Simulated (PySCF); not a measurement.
Excitations are Tamm–Dancoff values on a coarser integration grid. The basis has no diffuse functions, so Rydberg states are missing or too high.

Cartesian coordinates (Å):
```xyz
9

C      1.4465    -0.1417     0.0149
O      0.3967     0.8003    -0.0607
Ge    -1.2677     0.2792    -0.0250
Cl    -1.6653    -1.0389    -1.6568
Cl    -2.4656     2.0194    -0.1631
Cl    -1.6749    -0.7722     1.7880
H      1.4165    -0.7129     0.9586
H      2.3921     0.4171    -0.0252
H      1.4218    -0.8504    -0.8306
```
Charge 0, multiplicity 1.

**Question.** What is the computed T1 excitation (TDA), S1 excitation (TDA), HOMO, S1 oscillator strength, total energy, dipole moment, HOMO–LUMO gap and S1–T1 gap (TDA) (PBE-D3(BJ)/def2-TZVP // PBE0-D3(BJ)/def2-SVP run with PySCF 2.14.0)?

**Answer.** 
```yaml
T1 excitation (TDA): 4.46 eV
S1 excitation (TDA): 4.69 eV
HOMO: -7.29 eV
S1 oscillator strength: 0.005
total_energy: -3571.9766 Ha
dipole_moment: 1.58 D
HOMO–LUMO gap: 4.58 eV
S1–T1 gap (TDA): 0.23 eV
```
